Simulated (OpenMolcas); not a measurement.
**W3+: effect of the basis set**

```json
{
  "Program": "OpenMolcas",
  "Method": "SS-CASPT2, IPEA 0.25 Eh, imaginary shift 0.1 Eh (closed shells correlated: 5s 5p)",
  "Active space": "3 electrons in 5 orbitals (5d)",
  "State averaging": "2S+1 = 4 even, 10 roots; 2S+1 = 2 even, 40 roots",
  "Spin-orbit coupling": "state interaction with AMFI integrals over the reference wave functions, term energies averaged over their components"
}
```

A. ANO-R1 [7s5p4d2f], X2C, finite nucleus; CASPT2 step about 6 core-seconds
B. ANO-RCC-VDZP [7s6p4d2f1g], DKH2, point nucleus; CASPT2 step of the order of 6 core-seconds
C. ANO-R2 [8s6p5d3f2g], X2C, finite nucleus; CASPT2 step roughly 11 core-seconds
D. ANO-RCC-VTZP [8s7p5d3f2g1h], DKH2, point nucleus; CASPT2 step roughly 22 core-seconds
E. ANO-R3 [9s7p6d4f3g2h], X2C, finite nucleus; CASPT2 step roughly 40 core-seconds
F. ANO-RCC-VQZP [9s8p6d4f3g2h], DKH2, point nucleus; CASPT2 step of the order of 70 core-seconds

Energies in cm⁻¹ above 5d³ ⁴F_3/2, the measured ground level; measured values from the list in J. Phys. B 45, 035001 (2012).

```json
{"Level": "5d³ ⁴F_3/2", "A": "0.0", "B": "0.0", "C": "0.0", "D": "0.0", "E": "0.0", "F": "0.0", "Measured": "0.0"}
{"Level": "5d³ ⁴F_5/2", "A": "3780", "B": "4180", "C": "3780", "D": "3610", "E": "3670", "F": "3680", "Measured": "3537"}
{"Level": "5d³ ⁴F_7/2", "A": "7260", "B": "7910", "C": "7160", "D": "6910", "E": "6940", "F": "6970", "Measured": "6745"}
{"Level": "5d³ ⁴F_9/2 [70 %]", "A": "10010", "B": "10730", "C": "9710", "D": "9530", "E": "9410", "F": "9480", "Measured": "9256"}
{"Level": "5d³ ⁴P_1/2 [65 %]", "A": "13700", "B": "13920", "C": "13140", "D": "12770", "E": "12940", "F": "12820", "Measured": "11773"}
{"Level": "5d³ ²G_7/2", "A": "16900", "B": "17620", "C": "16010", "D": "16090", "E": "15550", "F": "15720", "Measured": "15261"}
{"Level": "5d³ ²H_9/2 [54 %]", "A": "17750", "B": "18430", "C": "16730", "D": "16970", "E": "16230", "F": "16520", "Measured": ""}
{"Level": "5d³ ⁴P_5/2", "A": "18670", "B": "19180", "C": "18170", "D": "18070", "E": "17850", "F": "17990", "Measured": "17190"}
{"Level": "5d³ ²P_1/2 [65 %]", "A": "22120", "B": "23110", "C": "21170", "D": "20100", "E": "20720", "F": "20340", "Measured": "18365"}
{"Level": "5d³ ²H_11/2", "A": "24170", "B": "24960", "C": "22710", "D": "23170", "E": "22070", "F": "22530", "Measured": "22223"}
{"Level": "5d³ ²D_5/2(1)", "A": "25230", "B": "26210", "C": "24450", "D": "24460", "E": "23900", "F": "24140", "Measured": "22766"}
{"Level": "5d³ ²G_9/2 [52 %]", "A": "26320", "B": "27590", "C": "25150", "D": "25170", "E": "24460", "F": "24770", "Measured": ""}
{"Level": "5d³ ²P_3/2 [53 %]", "A": "29330", "B": "30790", "C": "28300", "D": "27300", "E": "27670", "F": "27440", "Measured": ""}
{"Level": "5d³ ²F_5/2", "A": "32080", "B": "32460", "C": "30330", "D": "30750", "E": "29720", "F": "29970", "Measured": "27938"}
{"Level": "5d³ ²F_7/2", "A": "32160", "B": "32700", "C": "30420", "D": "30780", "E": "29780", "F": "30030", "Measured": "28412"}
{"Level": "5d³ ²D_5/2(2)", "A": "48250", "B": "48760", "C": "46290", "D": "46740", "E": "45590", "F": "45850", "Measured": "43287"}
{"Level": "5d³ ²D_3/2(2)", "A": "48280", "B": "48640", "C": "46300", "D": "46810", "E": "45630", "F": "45880", "Measured": ""}
```

Deviations, from unrounded energies. A percentage is the sum of absolute deviations over the sum of measured energies, with the sign that they share, or ± where signs differ.

```
                        Against measurement  Levels      A      B     C     D     E     F
             mean absolute deviation (cm-1)      12   2300   2900  1400  1400   970  1100
      fine structure of the ground term (%)       3   +7.7  +16.8  +5.7  +2.6  +2.4  +3.0
other terms of the ground configuration (%)       9  +12.6  +15.3  +7.5  +7.6  ±5.4  +5.9
```

E lies closest to measurement on these levels and B furthest from it. The largest miss of E in the table is 5d³ ²P_1/2 [65 %], by +2400 cm-1. The ranking rests on the paired levels alone, and a cruder setting can come out closer through cancelling errors.

The two smallest mean deviations differ by little beside CASPT2's spread within terms, so their order carries little weight.

Among A to F the level of the table that moves most is 5d³ ²P_3/2 [53 %], by 3500 cm-1 (lowest in D, highest in B). Moves below CASPT2's spread within the term are not significant.

Term energies are means over components that CASPT2 splits; among the terms shown or strongly mixed into the levels shown the widest spread is 1900 cm-1 (5d³ ²P, F). The CASPT2 spread within a term exceeds the gap to the next term for 5d³ ²D(1) and 5d³ ²H, so the order of their levels is uncertain (figures for A; the like holds for B, C, D, E, F). Some terms miss by over 15 % even with CASPT2, which points to a basis or an active space too small for the shells correlated (holds for A; B; C). The basis is small and was not contracted for so high a charge (holds for A; B). Some levels mix across a computed gap that differs much from the measured one, so their mixing is not that of the real levels (holds for B). Measured partners are found by configuration, term and J. A level has none where our copy of the source lacks it or the pairing is in doubt (some pairs that miss far off the trend of their configuration count as doubtful), and it then counts in no deviation. Levels of configurations outside the active space are missing. Levels that lie high or do not pair safely by name in every column are left out.

A share in square brackets marks a mixed level and gives the weight of the term that names it, the lowest over the columns. A number in round brackets counts repeated terms of one configuration in the order of the reference energies.
